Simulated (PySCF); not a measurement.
# A survey of $^{17}$O NMR shifts

PySCF calculation with shielding tensors at PBE0/pcSseg-1 (GIAO) and coordinates at the GFN2-xTB level; single conformer, one averaged value for each set of equivalent atoms, non-relativistic, no solvent model.

Shieldings were converted by a linear fit to measured shifts: $^{17}$O: δ = 266.70 − 0.911σ (rms 10.7 ppm, 155 shifts, 12.2 ppm with the 3 outliers that the fit left out vs liquid water, solution or neat liquid). Occasional misses reach two or three times the rms, and more in compound classes unlike the fitted ones.

**Question.** Give the $^{17}$O shifts of `O=C(Cl)c1cc(C(F)(F)F)co1`, `C=C[C@H]1CCCCS1(=O)=O`, `CCC(=O)Cl`, `C=C(COC)C1=CC(=O)OC1=O`.

**Answer.** 
```
                                                                        compound                 environment  δ (ppm)
   [O:1]=[C:2]([Cl:3])[c:4]1[cH:5][c:6]([C:7]([F:8])([F:9])[F:10])[cH:11][o:12]1         O1: carbonyl oxygen    460.5
   [O:1]=[C:2]([Cl:3])[c:4]1[cH:5][c:6]([C:7]([F:8])([F:9])[F:10])[cH:11][o:12]1   O12: aromatic ring oxygen    245.3
         [CH2:1]=[CH:2][C@H:3]1[CH2:4][CH2:5][CH2:6][CH2:7][S:8]1(=[O:9])=[O:10]              O9: S=O oxygen    147.8
         [CH2:1]=[CH:2][C@H:3]1[CH2:4][CH2:5][CH2:6][CH2:7][S:8]1(=[O:9])=[O:10]             O10: S=O oxygen    127.2
                                                                       CCC(=O)Cl             carbonyl oxygen    497.1
[CH2:1]=[C:2]([CH2:3][O:4][CH3:5])[C:6]1=[CH:7][C:8](=[O:9])[O:10][C:11]1=[O:12]   O9: ester carbonyl oxygen    418.1
[CH2:1]=[C:2]([CH2:3][O:4][CH3:5])[C:6]1=[CH:7][C:8](=[O:9])[O:10][C:11]1=[O:12]  O12: ester carbonyl oxygen    400.3
[CH2:1]=[C:2]([CH2:3][O:4][CH3:5])[C:6]1=[CH:7][C:8](=[O:9])[O:10][C:11]1=[O:12]    O10: ester alkoxy oxygen    240.5
[CH2:1]=[C:2]([CH2:3][O:4][CH3:5])[C:6]1=[CH:7][C:8](=[O:9])[O:10][C:11]1=[O:12]            O4: ether oxygen    -15.1
```

**Question.** Match the shifts 497.1, 140.5, -13.0 ppm to `ClC[C@@H]1CO1`, `CCC(=O)Cl`, `C=C/C(=C\C)S(=O)(=O)CC`.

**Answer.** 497.1: CCC(=O)Cl (carbonyl oxygen); 140.5: C=C/C(=C\C)S(=O)(=O)CC (S=O oxygen); -13.0: ClC[C@@H]1CO1 (ether oxygen).
